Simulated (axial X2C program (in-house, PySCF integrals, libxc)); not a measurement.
Spin–orbit effects along a row: molecules with As, PBE0

All values come from calculations with an axial X2C code built on PySCF integrals, spin-free (one-electron X2C) or two-component (2c: spin–orbit coupling with atomic mean-field Coulomb and Gaunt terms, which also bring small scalar terms), in Dyall basis sets with cores contracted in-house; open shells are unrestricted.

Basis sets: As dyall-cv3z, B dyall-v3z, C dyall-v3z, F dyall-av3z, Li dyall-cv3z, N dyall-av3z.

| molecule | spin-free state | Re (Å) | ωe (cm⁻¹) | De (eV) | 2c state | Re 2c (Å) | ωe 2c (cm⁻¹) | De 2c (eV) |
| --- | --- | --- | --- | --- | --- | --- | --- | --- |
| LiAs | M_S = 1, Λ = 0 | 2.414 | 439.2 | 1.65 | Ω = 1 | 2.414 | 438.8 | 1.64 |
| BAs | M_S = 1, Λ = 1 | 1.840 | 821.1 | 3.03 | Ω = 2 | 1.841 | 819.9 | 3.08 |
| AsC | M_S = 1/2, Λ = 0 | 1.660 | 1066.2 | 4.35 | Ω = 1/2 | 1.661 | 1065.0 | 4.34 |
| AsN | M_S = 0, Λ = 0 | 1.597 | 1165.2 | 4.61 | Ω = 0 | 1.598 | 1163.9 | 4.60 |
| AsF | M_S = 1, Λ = 0 | 1.741 | 685.0 | 4.19 | Ω = 1 | 1.742 | 684.3 | 4.18 |

Work out the shifts from the spin-free to the two-component result.



```json
{"molecule": "LiAs", "2c state": "Ω = 1", "ΔRe (Å)": "0.000", "Δωe (cm⁻¹)": "-0.4", "ΔDe (eV)": "-0.01"}
{"molecule": "BAs", "2c state": "Ω = 2", "ΔRe (Å)": "0.001", "Δωe (cm⁻¹)": "-1.2", "ΔDe (eV)": "0.05"}
{"molecule": "AsC", "2c state": "Ω = 1/2", "ΔRe (Å)": "0.001", "Δωe (cm⁻¹)": "-1.2", "ΔDe (eV)": "-0.01"}
{"molecule": "AsN", "2c state": "Ω = 0", "ΔRe (Å)": "0.001", "Δωe (cm⁻¹)": "-1.3", "ΔDe (eV)": "-0.01"}
{"molecule": "AsF", "2c state": "Ω = 1", "ΔRe (Å)": "0.001", "Δωe (cm⁻¹)": "-0.7", "ΔDe (eV)": "-0.01"}
```

Shifts of one unit in the last digit are rounding.

Each entry is the lowest single determinant of a limited PBE0 search at one distance. De goes to single-determinant-based atoms at the same level (for ions the charge split of lowest energy) and is withheld (n/a) where an atom does not fit its ground term or J level. Main or longest-lived isotopes. One determinant is a doubtful description, or other states lie close, for LiAs, BAs, AsC, AsF; these need not be ground states, and all values refer to the states named. Some open-shell Ω = 0 determinants are out of reach, so the Ω given for LiAs, BAs, AsF need not be the lowest component. With several unpaired electrons the Ω given is that of one determinant, not necessarily of the lowest component. Some light 2c atoms are not at their ground J level, so De misses part of their lowering (0.04 eV or less). The functionals have no current term, which raises determinants with orbital currents.
